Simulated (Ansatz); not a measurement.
CH$_{5}$AlFNO at its PBE0-D4/def2-TZVP geometry, where that method's forces vanish. The species carries charge 0 and has multiplicity 1. The bonds changed during the relaxation, so this is another structure than the one it started from.

```xyz
10

O    -0.0441   -0.4889    1.0307
C    -0.8246   -0.6146   -0.1914
F    -2.0741   -0.0826    0.1468
N    -0.0878    0.1100   -1.0829
Al    1.2015    0.7712    0.0720
H    -0.6241   -0.2304    1.7572
H    -1.0210   -1.6706   -0.4012
H    -0.1734   -0.1436   -2.0503
H     0.9847    2.1861    0.7606
H     2.6629    0.1633   -0.0415
```

(1) What forces (eV/Å) does r2SCAN-D4/def2-TZVPP give on these atoms in Ansatz? (An estimate is asked.)

## Answers

(1) Computed: 
```
O1   0.260  0.044  0.330
C2   0.102 -0.270 -0.384
F3  -0.374  0.167  0.119
N4   0.098  0.111 -0.104
Al5  0.005 -0.002  0.057
H6  -0.031  0.001  0.023
H7  -0.010 -0.015  0.009
H8  -0.028 -0.028 -0.033
H9   0.008 -0.022 -0.015
H10 -0.029  0.013  0.000
```
